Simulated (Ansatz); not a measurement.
```yaml
crystal:
  periodic: [false, false, false]
  atoms:
    - {symbol: C, position_ang: [0.094320, 1.395250, -0.728701]}
    - {symbol: B, position_ang: [0.022795, 0.015752, 0.012539]}
    - {symbol: C, position_ang: [0.897836, -0.160291, 1.301234]}
    - {symbol: Al, position_ang: [-1.224930, -1.569082, -0.709760]}
    - {symbol: H, position_ang: [-0.095685, 1.386460, -1.804228]}
    - {symbol: H, position_ang: [-0.730458, 1.979071, -0.285544]}
    - {symbol: H, position_ang: [1.008444, 1.963673, -0.525361]}
    - {symbol: H, position_ang: [1.840232, -0.594722, 0.926209]}
    - {symbol: H, position_ang: [0.529678, -0.860656, 2.054147]}
    - {symbol: H, position_ang: [1.173097, 0.783033, 1.785436]}
    - {symbol: H, position_ang: [-2.770890, -1.678347, -0.317298]}
    - {symbol: H, position_ang: [-0.667538, -2.715343, -1.674773]}
basis:
  gaussian: {orbitals: def2-mTZVPP}
hamiltonian: {xc: {name: BLYP}}
output: {forces: true}
```

```sh
$ ansatz run in.yaml --threads 2 --pin off --events-out ev --progress --plain --max-ram 4352MiB
```

It prints (some lines left out):

```
Functional definition: BLYP
1237 factors; their error is unknown
mean field evaluation 1: about -9460.1611 eV, gradient 8.1e1 eV
mean field evaluation 2: about -9396.1185 eV, gradient 1.4e2 eV
mean field evaluation 4: about -9475.5453 eV, gradient 1.0e1 eV
mean field evaluation 8: about -9475.8863 eV, gradient 1.3e-1 eV
mean field evaluation 16: about -9475.8537 eV, gradient 1.0e-4 eV
mean field -9475.85372276 eV, -348.2312013471 hartree, gradient 4.5e-5 eV, S^2 0.000000; 0 other end points of the search recorded, 0 dependent functions left out
reference -9475.85412965 eV, -348.2312163000 hartree; 19, 19 occupied and 100, 100 virtual orbitals, 1237 factors
Total energy: -9475.85412965 eV, -348.2312163000 hartree
Atom 0 at     0.094320     1.395250    -0.728701 Å, force     0.015143    -0.040392    -0.010945 eV/Å
Atom 1 at     0.022795     0.015752     0.012539 Å, force    -0.119351    -0.149797    -0.068923 eV/Å
Atom 2 at     0.897836    -0.160291     1.301234 Å, force    -0.044106     0.003099    -0.006051 eV/Å
Atom 3 at    -1.224930    -1.569082    -0.709760 Å, force    -0.029466    -0.038414    -0.016182 eV/Å
Atom 4 at    -0.095685     1.386460    -1.804228 Å, force    -0.033538     0.034679    -0.232669 eV/Å
Atom 5 at    -0.730458     1.979071    -0.285544 Å, force    -0.165909     0.156859     0.067556 eV/Å
Atom 6 at     1.008444     1.963673    -0.525361 Å, force     0.187533     0.149268     0.014274 eV/Å
Atom 7 at     1.840232    -0.594722     0.926209 Å, force     0.215311    -0.094535    -0.038949 eV/Å
Atom 8 at     0.529678    -0.860656     2.054147 Å, force    -0.050552    -0.141538     0.183960 eV/Å
Atom 9 at     1.173097     0.783033     1.785436 Å, force     0.073686     0.182785     0.136715 eV/Å
Atom 10 at    -2.770890    -1.678347    -0.317298 Å, force    -0.044886    -0.020358    -0.001785 eV/Å
Atom 11 at    -0.667538    -2.715343    -1.674773 Å, force    -0.003865    -0.041655    -0.027001 eV/Å
Dipole moment:     0.170125     0.216144     0.098481 e Å
```

It took 2 s on 2 threads of an Arm Neoverse V1 on a shared host, with 0.49 GiB of host memory at the peak.
